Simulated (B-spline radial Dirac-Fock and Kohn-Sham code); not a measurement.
K-line shifts caused by a second vacancy in Gd

System: atomic gadolinium, [Xe] 4f9 5d1 (not the ground configuration).

Method: Dirac-Fock (average of configuration) total-energy differences with a finite nucleus, the Breit interaction including its frequency dependence, and self-energy and vacuum-polarisation corrections. Computed with a radial B-spline solver. Each two-hole energy is an average over J within one jj subconfiguration, not an observable level; in light atoms, where LS coupling holds, the j-resolved values are not observed lines, and for a K spectator the Kα1 hypersatellite is nearly forbidden. Electron correlation is not included.

Lines without a spectator: Kα2 (K-L2) 42307.1 eV, Kα1 (K-L3) 42995.0 eV, Kβ3 (K-M2) 48548.0 eV, Kβ1 (K-M3) 48691.5 eV. Shifts in eV with one spectator hole (a dash: not computed, or left out as unreliable):

```csv
spectator hole,Kα2,Kα1,Kβ3,Kβ1
K (1s),+796.3,+839.9,+1025.6,+1035.5
L2 (2p1/2),+96.1,+125.5,–,+250.8
L3 (2p3/2),+81.9,+86.1,+204.0,–
M2 (3p1/2),–,+18.34,+38.0,+45.0
M3 (3p3/2),+11.60,–,+35.2,+35.0
M4 (3d3/2),+3.77,+0.46,–,–
M5 (3d5/2),-0.77,+2.37,–,–
```
